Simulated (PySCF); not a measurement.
A structure optimised at PBE-D3(BJ)/def2-TZVP, used in a PySCF frequency run:

```xyz
6

C      0.0000     0.0000     1.3445
C      0.0000     0.0000     0.1116
C      0.0000     0.0000    -1.2539
H      0.0000     0.0000     2.4147
H      0.0000    -0.9355    -1.8140
H      0.0000     0.9355    -1.8140
```
Charge 0, spin multiplicity 2.

Task: Write its SMILES, formula and point group.

Result: C#C[CH2], C₃H₃, C2v

Task: What are its rotational constants (standard atomic weights)?

Result: 286.44, 9.4962, 9.1915 GHz
